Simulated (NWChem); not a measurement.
F4Ge in NWChem

```xyz
5

F      0.0000     1.3865    -0.9804
Ge     0.0000     0.0000     0.0000
F      0.0000    -1.3865    -0.9804
F      1.3865     0.0000     0.9804
F     -1.3865     0.0000     0.9804
```
Charge 0, spin multiplicity 1.

Program: NWChem. All single points use one geometry, from PBE0/def2-SVP, a minimum by its harmonic frequencies.

Symmetry labels belong to the abelian group C2v used in the runs, with the axes of the coordinates shown; states degenerate in a higher group split over its labels.

The Hamiltonian is non-relativistic. The correlated methods keep 13 core orbitals frozen. The structure started from a generated list of species.

### Question
List the 4 singlet excitations that EOM-CCSD/def2-SVP, 13 core orbitals frozen gives, with oscillator strengths.

### Answer
```tsv
state	symmetry	energy (eV)	wavelength (nm)	f
1	a2	10.26	121	0.000
2	b2	10.26	121	0.000
3	b1	10.26	121	0.000
4	a1	11.10	112	0.208
```
These are the lowest roots of each symmetry, so higher states are missing between them.
